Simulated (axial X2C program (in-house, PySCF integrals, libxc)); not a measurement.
**Potential curves of BeB, with spin–orbit coupling**

All values were computed with an axial X2C code built on PySCF integrals. Two-component (2c) means X2C with spin–orbit coupling and atomic mean-field two-electron Coulomb and Gaunt terms. Basis: B dyall-v3z [7s6p2d1f], Be dyall-cv3z [8s8p3d1f] (cores contracted in-house); Gaussian nuclei, density fitting, unrestricted open shells. Masses: B 11.009 u, Be 9.012 u.

State: Ω = 1/2 (⟨Sz⟩ = -0.50, ⟨Lz⟩ = 1.00 at PBE0). Energies in eV from the fragments at the same level (B + Be). Fits are polynomials in 1 − R0/R over 0.85 to 1.23 times the lowest point R0.

```tsv
R (Å)	PBE0	CCSD(T)	CCSD	B97-3
1.7061	-0.6398			-0.5479
1.7845	-0.8315	-0.7355	-0.4725	-0.7351
1.8433	-0.9139	-0.8061	-0.5521	-0.8149
1.9022	-0.9562	-0.8370	-0.5925	-0.8551
1.9610	-0.9673	-0.8370	-0.6025	-0.8648
2.0296	-0.9508	-0.8078	-0.5861	-0.8472
2.0983	-0.9115	-0.7566	-0.5489	-0.8071
2.1865	-0.8394	-0.6718	-0.4837	
2.2944	-0.7332			
2.4512				-0.5292
```

Correlated methods: 5 electrons correlated (number of frozen shells: B 1 s; Be 1 s), 155 virtual spin orbitals or spinors in MP2, 90 natural virtuals in coupled cluster.

The state is a single determinant with fixed occupations, the lowest that a limited PBE0 search found. Dissociation energies refer to the lowest single-determinant-based atoms at the same level and basis. Density functionals use the spin component along the axis (collinear). CCSD and (T) use frozen natural virtuals with an MP2 correction for the truncation; (T) itself is uncorrected, so its De runs slightly low. The 2c atoms are single determinants rather than J levels; their spin–orbit lowering is only partly caught, and De is too large by that part. This holds for PBE0, B97-3. Other states lie close and PBE0, whose exact exchange favours high spin, may order them wrongly; the determinant shown need not be the ground state. The nearest other 2c determinant of the search, Ω = 3/2, lies 0.00 eV up at the distance of the search. Without a current term, density functionals place determinants with orbital angular momentum somewhat too high. The atomic limit has a lower orbital projection than the molecule and lies lower at mean-field level, so De may be about a tenth of an eV too small. Some points did not converge and are left out. The T1 diagnostic is large, a sign of multireference character. Coupled cluster ran on the points near the minimum only. MP2 and coupled cluster on one determinant become unreliable at the stretched end.

**Question.** Fit the PBE0 curve near its minimum: give the equilibrium distance, the harmonic wavenumber and the well depth.

**Answer.** At PBE0, 2c: Re = 1.957 Å, ωe ≈ 618 cm⁻¹, De = 0.97 eV to B + Be; Be follows as 0.889 cm⁻¹.

**Question.** What are Re, ωe and De at the CCSD(T) level?

**Answer.** At CCSD(T), 2c: Re = 1.931 Å, ωe ≈ 654 cm⁻¹, De = 0.84 eV to B + Be; Be follows as 0.912 cm⁻¹.

**Question.** Fit the CCSD curve near its minimum: give the equilibrium distance, the harmonic wavenumber and the well depth.

**Answer.** At CCSD, 2c: Re = 1.955 Å, ωe ≈ 608 cm⁻¹, De = 0.60 eV to B + Be; Be follows as 0.89 cm⁻¹.

**Question.** What are Re, ωe and De at the B97-3 level?

**Answer.** At B97-3, 2c: Re = 1.953 Å, ωe ≈ 616 cm⁻¹, De = 0.86 eV to B + Be; Be follows as 0.892 cm⁻¹.
